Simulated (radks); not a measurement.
The hydrogen anion H-, [He], held by a Watson sphere: a shell of charge +1.01 at radius R that stands for the Madelung well of a crystal (potential energy -1.01/R inside, -1.01/r outside, in hartree with lengths in bohr). Method: non-relativistic Kohn-Sham, PBE, spin-polarised, spherical densities, point nucleus; computed with a radial shooting solver on a logarithmic mesh with Libxc functionals. Response by self-consistent Sternheimer equations with the Hartree and adiabatic LDA kernel. The sphere does not respond.

R (bohr)	e(1s) (eV)	<r> 1s (bohr)	sum of <r^2> (bohr^2)	X-ray form factor at sin(theta)/lambda = 0.2 1/angstrom	alpha (bohr^3)
2.43	-6.078	1.928	9.985	0.671	20.70
2.7	-5.618	2.001	10.82	0.636	24.57
2.71	-5.602	2.003	10.85	0.635	24.72
2.81	-5.447	2.028	11.16	0.625	26.23
2.96	-5.225	2.064	11.60	0.611	28.59
3.04	-5.112	2.082	11.83	0.605	29.89
